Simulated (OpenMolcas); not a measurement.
## Ar+: effect of the basis set

```yaml
Program: OpenMolcas
Method: CASSCF
Active_space: 7 electrons in 8 orbitals (3s 3p 4s 4p)
State_averaging: 2S+1 = 2 odd, 3 roots; 2S+1 = 2 even, 1 root
Spin-orbit_coupling: state interaction with AMFI integrals over the reference wave functions, term energies averaged over their components
```

A. ANO-RCC-VTZP [5s4p2d1f], DKH2, point nucleus; cost about 40 core-seconds
B. ANO-RCC-VQZP [6s5p3d2f1g], DKH2, point nucleus; cost about 50 core-seconds
C. ANO-RCC [8s7p5d4f2g], DKH2, point nucleus; cost of the order of 60 core-seconds

Energies in cm-1 above 3s2 3p5 2P* 3/2, the measured ground level; measured values from NIST Handbook of Basic Atomic Spectroscopic Data.

```tsv
Level	A	B	C	Measured
3s2 3p5 2P* 3/2	0.0	0.0	0.0	0.0
3s2 3p5 2P* 1/2	1348	1363	1359	1432
3s 3p6 2S 1/2	149264	149250	149232	108722
```

Deviations, from unrounded energies. A percentage is the sum of absolute deviations over the sum of measured energies, with the sign that they share, or ± where signs differ.

```tsv
Against measurement	Levels	A	B	C
mean absolute deviation (cm-1)	2	20000	20000	20000
fine structure of the ground term (%)	1	-5.9	-4.8	-5.0
other configurations (%)	1	+37.3	+37.3	+37.3
```

A, B, C lie about equally close to measurement. The largest miss of C in the table is 3s 3p6 2S 1/2, by +41000 cm-1. The ranking rests on the paired levels alone, and a cruder setting can come out closer through cancelling errors.

Among A to C the level of the table that moves most is 3s 3p6 2S 1/2, by 32 cm-1 (lowest in C, highest in A).

Without dynamic correlation excited terms often stand tens of per cent too high (terms of higher spin than the ground term too low), and those without a measured partner can miss by more than the paired ones. Active for correlation alone: 4p 4s; no level in the range computed is led by a configuration that fills them, so any true level of that kind is missing. Measured partners are found by configuration, term and J. A level has none where our copy of the source lacks it or the pairing is in doubt (some pairs that miss far off the trend of their configuration count as doubtful), and it then counts in no deviation. Only configurations of the active space appear.

* marks odd parity.
